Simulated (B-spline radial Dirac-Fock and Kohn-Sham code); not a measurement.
## Energy-loss ionisation edge N1 (4s) of Sn

System: atomic tin, [Kr] 4d10 5s2 5p2. Calculated with a B-spline atomic structure program, using the first Born approximation with generalised oscillator strengths from a Dirac-Hartree-Slater potential (longitudinal and transverse terms; continuum final states only, so no white lines or fine structure). The edge is taken at 137.1 eV (tabulated value).

Input of the calculation (task.json; shells as n, l, electrons):

```json
{"items": [{
  "Z": 50,
  "q": 0,
  "cfg": [[1, 0, 2], [2, 0, 2], [2, 1, 6], [3, 0, 2], [3, 1, 6], [3, 2, 10], [4, 0, 2], [4, 1, 6], [4, 2, 10], [5, 0, 2], [5, 1, 2]],
  "A": 120,
  "rrms": 4.6519,
  "do": "eels",
  "beams": [[60, 5], [60, 10], [60, 100], [80, 5], [80, 10], [80, 100], [100, 5], [100, 10], [100, 20], [120, 10], [120, 50], [200, 5], [200, 20], [300, 20]],
  "edges": {"N1": 137.1}
}]}
```

Launch: `python xray2_run.py task.json out`

Generalised oscillator strength df/dE of the whole subshell in 10⁻³ per eV, against momentum transfer:

| q (1/a₀) | 10 eV above | 15 eV above | 65 eV above | 200 eV above |
| --- | --- | --- | --- | --- |
| 0.0400 | 1.43 | 1.44 | 1.35 | 0.880 |
| 0.0527 | 1.43 | 1.44 | 1.35 | 0.880 |
| 0.0695 | 1.43 | 1.44 | 1.35 | 0.880 |
| 0.0916 | 1.43 | 1.44 | 1.35 | 0.880 |
| 0.121 | 1.43 | 1.43 | 1.35 | 0.880 |
| 0.159 | 1.42 | 1.43 | 1.35 | 0.881 |
| 0.210 | 1.41 | 1.42 | 1.34 | 0.882 |
| 0.277 | 1.40 | 1.40 | 1.34 | 0.884 |
| 0.365 | 1.37 | 1.39 | 1.33 | 0.887 |
| 0.481 | 1.34 | 1.36 | 1.31 | 0.892 |
| 0.634 | 1.31 | 1.35 | 1.28 | 0.901 |
| 0.836 | 1.30 | 1.38 | 1.25 | 0.917 |
| 1.10 | 1.43 | 1.60 | 1.21 | 0.945 |
| 1.45 | 1.89 | 2.25 | 1.27 | 0.992 |
| 1.91 | 2.89 | 3.56 | 1.76 | 1.08 |
| 2.52 | 4.06 | 5.04 | 3.29 | 1.29 |
| 3.33 | 3.87 | 4.89 | 5.43 | 1.97 |
| 4.39 | 1.87 | 2.48 | 4.89 | 3.16 |
| 5.78 | 0.309 | 0.472 | 1.69 | 2.35 |
| 7.62 | 0.00806 | 0.0198 | 0.151 | 0.407 |
| 10.0 | 0.00173 | 0.00185 | 0.00237 | 0.00546 |
| 13.2 | 0.00174 | 0.00209 | 0.00552 | 0.00899 |
| 17.5 | 0.000375 | 0.000430 | 0.000948 | 0.00188 |
| 23.0 | 6.67e-06 | 7.04e-06 | 1.02e-05 | 1.89e-05 |
| 30.3 | 2.40e-05 | 2.56e-05 | 3.63e-05 | 6.04e-05 |
| 40.0 | 5.19e-06 | 5.48e-06 | 7.78e-06 | 1.34e-05 |

As q goes to zero the values tend to the optical oscillator strength. At 200 eV above the edge the largest value on this grid is at q = 4.39 per a₀; a free electron at rest would take up the loss of 337 eV at q = 4.98 per a₀, where the Bethe ridge forms once the loss is well above the edge energy.
